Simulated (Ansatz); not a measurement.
`CB[SiH2]BC`. Charge 0, multiplicity 1. All single points use the PBE0-D4/def2-TZVP geometry. It is one conformer, not always the lowest.

```xyz
15

C    -0.497    0.011   -2.635
B     0.443   -0.360   -1.457
Si    0.848    0.888    0.075
B    -0.501    0.306    1.457
C    -0.185   -0.725    2.573
H     0.196    0.266   -3.457
H    -1.088   -0.829   -3.012
H    -1.135    0.883   -2.486
H     0.950   -1.449   -1.449
H     0.653    2.315   -0.321
H     2.244    0.712    0.573
H    -1.605    0.777    1.405
H     0.717   -1.323    2.434
H    -0.013   -0.102    3.467
H    -1.029   -1.371    2.833
```

**Question.** What is the dipole moment at PBE/def2-TZVPP? (An estimate is asked.)

**Answer.** Computed: 0.73 D, with components (-0.50, -0.53, -0.05) D in this frame, pointing from negative to positive charge.

**Question.** And with r2SCAN, B3LYP, ωB97M-V? (Estimate.)

**Answer.** The calculation gave: r2SCAN 0.74 D, B3LYP 0.70 D, ωB97M-V 0.72 D.

**Question.** Give the Mulliken charges with PBE, B3LYP, r2SCAN in def2-TZVPP. (An estimate is asked.)

**Answer.** Ansatz gave: 
| atom | PBE | B3LYP | r2SCAN |
| --- | --- | --- | --- |
| C1 | -0.30 | -0.29 | -0.21 |
| B2 | 0.03 | 0.02 | 0.02 |
| Si3 | 0.01 | 0.04 | 0.12 |
| B4 | 0.03 | 0.02 | 0.02 |
| C5 | -0.30 | -0.29 | -0.21 |
| H6 | 0.10 | 0.09 | 0.07 |
| H7 | 0.11 | 0.10 | 0.07 |
| H8 | 0.10 | 0.10 | 0.07 |
| H9 | 0.02 | 0.04 | 0.00 |
| H10 | -0.07 | -0.09 | -0.09 |
| H11 | -0.07 | -0.09 | -0.09 |
| H12 | 0.02 | 0.04 | 0.00 |
| H13 | 0.10 | 0.10 | 0.07 |
| H14 | 0.10 | 0.09 | 0.07 |
| H15 | 0.11 | 0.10 | 0.07 |

B3LYP here is the variant with VWN-RPA as its local correlation; programs differ in this.
